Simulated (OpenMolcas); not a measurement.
Nb4+ (d1) among equal point charges was computed by CASSCF with the d shell active (OpenMolcas, ANO-RCC-VDZP on the metal). Its lowest spin-free states, and all those of the highest spin:

```tsv
2S+1	Degeneracy	E (cm-1)
2	1	0.0
2	2	3822
2	1	12644
2	1	22630
```

Q: Is the site octahedral, tetrahedral or cube-like, axial, or of lower symmetry?

A: The states with 2S+1 = 2 have orbital degeneracies 1, 2, 1, 1. There are pairs but no triples, so the site is axial: not cubic, but with a proper or improper axis of order three or more. The run had Nb4+ among 5 point charges of -2 e arranged as a square pyramid (C4v), 2.14 Å from the ion, with the axial distance 2.290 Å.

This is an electrostatic model: the charges have no orbitals. An unlabelled pair can be two single states that coincide in this model. No measured value stands beside these numbers.
